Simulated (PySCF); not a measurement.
# Pd⁴⁴⁺ (palladium, charge +44) across methods

1s2, closed-shell 1S. All numbers are calculated (PySCF 2.14, the non-relativistic Hamiltonian (point nucleus), in an uncontracted even-tempered set (15 s from 83 bohr⁻², ratio 2.2; 7 p from 130 bohr⁻², ratio 2.4; 4 d from 380 bohr⁻², ratio 2.4; 3 f from 560 bohr⁻², ratio 2.4; 3 g from 850 bohr⁻², ratio 2.4)).

| method | E (hartree) | mean ε 1s (eV) | Σ⟨r²⟩ (bohr²) | ⟨S²⟩ |
| --- | --- | --- | --- | --- |
| PBE0 | -2086.97 | -27794.1 | 0.002889 | 0.000 |
| LDA | -2083.60 | -27684.6 | 0.002894 | 0.000 |
| UHF | -2087.36011 | -28011.8 | 0.002885 | 0.000 |
| PBE | -2086.82 | -27721.2 | 0.002890 | 0.000 |
| r2SCAN | -2087.41 | -27755.8 | 0.002887 | 0.000 |
| r2SCAN0 | -2087.41 | -27820.0 | 0.002887 | 0.000 |
| B3LYP | -2086.97 | -27779.8 | 0.002889 | 0.000 |

A non-relativistic calculation at this Z misses sizeable relativistic shifts.
